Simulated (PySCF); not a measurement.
## A small calculation by hand: chemical shift, span and skew from a shielding tensor

Si(F)2(Me)(OH) (CH₄F₂OSi), SMILES C[Si](O)(F)F. Atoms are numbered in the order given.

```xyz
9

C     -0.1801     1.8083     0.0000
Si    -0.0065    -0.0208     0.0000
O     -1.4836    -0.7346     0.0000
F      0.8460    -0.5311    -1.2790
F      0.8460    -0.5311     1.2790
H     -0.7314     2.1421     0.8922
H      0.8089     2.2910     0.0000
H     -0.7314     2.1421    -0.8922
H     -1.5336    -1.6961     0.0000
```
Charge 0, spin multiplicity 1.

The structure is a stationary point at ωB97X-D3(BJ)/def2-SVP. The values are those of a single conformer.

GIAO shieldings from PBE/pcSseg-1 in PySCF, non-relativistic, no solvent. The symmetric part of the tensor of F4 has the principal values 235.6, 268.4, 380.5 ppm. The same nucleus in CFCl3 has σ = 133.6 ppm at this level (PySCF, at its B3LYP-D3(BJ)/def2-TZVP geometry).

Question: Work out the isotropic shielding, the ¹⁹F shift against CFCl3, the span and the skew.

Answer: 
σ(iso) = (σ11 + σ22 + σ33)/3 = 294.8 ppm. δ = σ(ref) − σ(iso) = 133.6 − (294.8) = -161.2 ppm.
Span Ω = σ33 − σ11 = 144.9 ppm. Skew κ = 3(σ(iso) − σ22)/Ω = 0.55. Tumbling in solution averages the tensor to δ; in a static solid the shielding alone would spread this spin-1/2 line over Ω.
